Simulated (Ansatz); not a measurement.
Reaction (substitution at a C–F bond): `C=C(F)S` + HI → `C=C(S)I` + H–F

Isolated molecules relaxed with PBE0-D4/def2-TZVP in Ansatz; ΔE leaves out vibrations. CCSD(T)/CBS is the MP2 limit (def2-TZVPP, def2-QZVPP) plus CCSD(T) − MP2 in def2-TZVPP, frozen cores. This one scheme is used for every species. DFT in def2-TZVPP. def2 core potentials past Kr. For I outer-core shells are correlated without core-valence functions, which leaves a few kJ/mol of doubt a bond. Each species was taken in one conformer, which may not be the lowest.

(1) Is it downhill or uphill in electronic energy at CCSD(T)/CBS, and by how much? (An estimate is asked.)

(2) What do these levels give: r2SCAN-D4, B97M-V, CAM-B3LYP-D4, r2SCANh, CCSD/def2-SVP, MP2/def2-QZVPP? (An estimate is asked.)

Largest T1 diagnostic among the species: 0.012.

Results:

(1) Ansatz gave: Downhill: ΔE = -9.7 kcal/mol.

(2) Computed: r2SCAN-D4 -3.5, B97M-V -2.4, CAM-B3LYP-D4 -2.1, r2SCANh -3.4, CCSD/def2-SVP 0.3, MP2/def2-QZVPP -13.6 kcal/mol.

The D4 term adds −2.8 kcal/mol with B3LYP and −1.5 kcal/mol with PBE0; it sums over pairs of atoms, weighted by their polarisabilities, and B3LYP, whose exchange is more repulsive, gets the larger term. In def2-TZVPP, CCSD(T) changes the Hartree–Fock value by −8.1 kcal/mol (the triples alone add −1.4 kcal/mol) and MP2 by −13.0 kcal/mol. Leaving LDA and LC-ωPBE aside and taking each functional with its dispersion term where it has one, the values, not all of them listed here, spread over 4.9 kcal/mol, from PBE-QIDH to CAM-B3LYP-D4. LDA lies +1.1 kcal/mol from PBE without D4.

B3LYP here is the variant with VWN-RPA as its local correlation; programs differ in this.
